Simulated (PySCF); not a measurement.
**Worked example: dipole moment from atomic charges**

Al(Cl)(OH)(SMe) (CH4AlClOS), SMILES C[S][Al]([OH])[Cl]. Atoms are numbered in the order given.

```xyz
9

Al    -0.2935    -0.3900     0.0000
Cl     0.5054    -2.3352     0.0000
O     -1.9685    -0.1084     0.0000
H     -2.6642    -0.7714     0.0000
S      1.0198     1.3270     0.0000
C     -0.2202     2.7034     0.0000
H     -1.2493     2.3227     0.0000
H     -0.0548     3.3161    -0.8963
H     -0.0548     3.3161     0.8963
```

The structure is a stationary point at B3LYP-D3(BJ)/def2-SVP. The structure was generated by enumeration; whether it is a known compound was not checked. The values are those of a single conformer.

Charges (e) from PySCF with PBE/def2-TZVP:

```tsv
atom	ESP fit	Mulliken
Al1	0.633	0.485
Cl2	-0.242	-0.235
O3	-0.626	-0.492
H4	0.375	0.312
S5	-0.281	-0.189
C6	-0.197	-0.334
H7	0.089	0.167
H8	0.124	0.142
H9	0.124	0.142
```

The dipole moment of the full density is 2.23 D.

Task: What dipole moment does each set of point charges give, and which comes closer to that of the density?

Result: 
μ = Σ q r, and 1 e Å = 4.8032 D.
ESP fit: Σ q r = (-0.443, 0.220, 0.000) e Å, |μ| = 2.38 D.
Mulliken: Σ q r = (-0.467, 0.348, 0.000) e Å, |μ| = 2.80 D.
ESP fit comes closer in size. Point charges leave out the atoms' own dipoles (lone pairs, polarised bonds); fits to the potential absorb them, partitions of the density don't.
